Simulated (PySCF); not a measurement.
Gas-phase reaction: GeF3 + 3 H ⇌ GeH3F + F2

Computed with PySCF (xtb for GFN2) and rigid-rotor harmonic-oscillator thermochemistry at 1 bar. † marks an energy on the PBE0/def2-TZVP geometry and frequencies; other levels use their own. MP2 and CCSD(T) freeze the core. 6-31G* has spherical d functions here. Open shells (unrestricted): GeF3 (multiplicity 2), H (multiplicity 2); the rest are closed-shell singlets. GFN2 has no spin-polarisation term. B3LYP is the form with VWN-RPA correlation. Ge: all electrons, no relativistic terms. GeF3: computed as isolated molecules; such fragments, hydroxides, amides, oligomers or adducts are transient or little studied in the gas. MP2 isn't extrapolated to the basis-set limit; its ΔH°(298 K) is -62.3 kJ in def2-SVP and -70.5 kJ in def2-TZVPP. CCSD(T) isn't extrapolated to the basis-set limit; its ΔH°(298 K) is -137.0 kJ in def2-SVP and -141.9 kJ in def2-TZVPP. The harmonic model lacks anharmonicity and excited electronic states, which grow with temperature; levels with a mode under 35 cm⁻¹ are left out.

| level | ΔE electronic, kJ | ΔH°(298 K), kJ | ΔS°(298 K), J/K | ΔG°(1400 K), kJ |
|---|---|---|---|---|
| B3LYP/6-31G* | -200 | -158 | -191 | 145 |
| B3LYP/def2-TZVP† | -187 | -144 | -190 | 157 |
| CCSD(T)/def2-TZVPP† | -185 | -142 | -190 | 160 |
| GFN2-xTB | -351 | -311 | -213 | 23 |
| HF/6-31G* | 18 | 64 | -188 | 365 |
| HF/def2-TZVP† | 41 | 84 | -190 | 386 |
| MP2/def2-SVP† | -105 | -62 | -190 | 239 |
| PBE0/def2-QZVP† | -155 | -112 | -190 | 189 |
| LDA/def2-TZVP† | -232 | -189 | -190 | 113 |
| ωB97X-V/def2-TZVP† | -182 | -139 | -190 | 163 |
ΔH° is lowest at GFN2-xTB and highest at HF/def2-TZVP†. No reference value is set beside these.
